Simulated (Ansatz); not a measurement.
```tsv
atom	x (Å)	y (Å)	z (Å)
N	-0.0496	-0.0014	-0.3088
O	0.0135	1.0454	0.1458
O	-0.0122	-1.0447	0.1424
```

Basis set: aug-cc-pVDZ (spherical functions). Left uncorrelated: 3 orbitals. Charge 0, multiplicity 2.

Computed with Ansatz (development build ahead of 0.2.0); each method stands on the lowest determinant of its kind that the runs found.

**Question.** Give the atomization energy at this shape (free ground-state atoms in the same class of orbitals less the molecule, no zero-point energy) of doublet NO2 by UHF-MP2, UHF.

**Answer.**

| method | atomization energy |
| --- | --- |
| UHF-MP2 | 876.2 kJ/mol |
| UHF | 212.2 kJ/mol |
